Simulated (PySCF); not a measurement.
**Ionisation energy of Co(24+) by level of theory**

Co(24+) [He] 2s1 (2S) → Co(25+) 1s2 (1S), as a difference of total energies. Calculation: PySCF 2.14, in an even-tempered Gaussian basis (19 s from 6 bohr⁻², ratio 2.2; 8 p from 9.3 bohr⁻², ratio 2.4; 6 d from 28 bohr⁻², ratio 2.4; 5 f from 42 bohr⁻², ratio 2.4; 4 g from 63 bohr⁻², ratio 2.4); scalar relativity by spin-free X2C-1e. Correlated levels: nothing frozen; virtual orbitals above 40 to 60 times the deepest correlated orbital energy dropped. The calculations carry no spin-orbit coupling.

```tsv
method	ionisation energy (eV)
UHF	2219.6
LDA	2216.8
PBE	2221.9
PBE0	2221.4
r2SCAN	2218.3
BP86	2221.4
r2SCANh	2218.5
MP2 (all electrons)	2219.7
SCS-MP2 (all electrons)	2219.7
```

For comparison: 2218.9 eV (theoretical estimate listed by NIST; NIST Atomic Spectra Database, ionization energies).
